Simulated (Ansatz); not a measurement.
# Isomers of CH7OSi2

2 of its isomers, all doublets with charge 0: A = `CO[SiH][SiH3]`; B = `O[SiH2]C[SiH2]`.

Shapes, held fixed at every level: PBE0-D4/def2-TZVP. Flexible molecules stand in one conformer, not always the lowest. Programs: Ansatz 0.2.0.

Electronic energies in kJ/mol, without zero-point or thermal terms.

```csv
level,kind,B − A
PBE-D4/def2-TZVPP,GGA,-75.3
PBE0-D4/def2-TZVPP,global hybrid,-84.5
wB97M-V/def2-TZVPP,range-separated hybrid,-95.4
wB97X-V/def2-TZVPP,range-separated hybrid,-84.8
B2PLYP/def2-TZVPP,double hybrid,-88.5
CCSD/def2-SVP,coupled cluster or CI,-77.8
CCSD/def2-TZVPP,coupled cluster or CI,-94.7
CCSD(T)/CBS estimate,coupled cluster or CI,-96.9
```

The highest level, CCSD(T)/CBS estimate, puts B lowest of these. All levels agree on that. The B − A difference spans -96.9 to -75.3 kJ/mol over the levels. Open shells run unrestricted unless RO is named. The CBS estimate extrapolates MP2 from def2-TZVPP and def2-QZVPP and adds CCSD(T) − MP2 in the triple-zeta set, cores frozen.
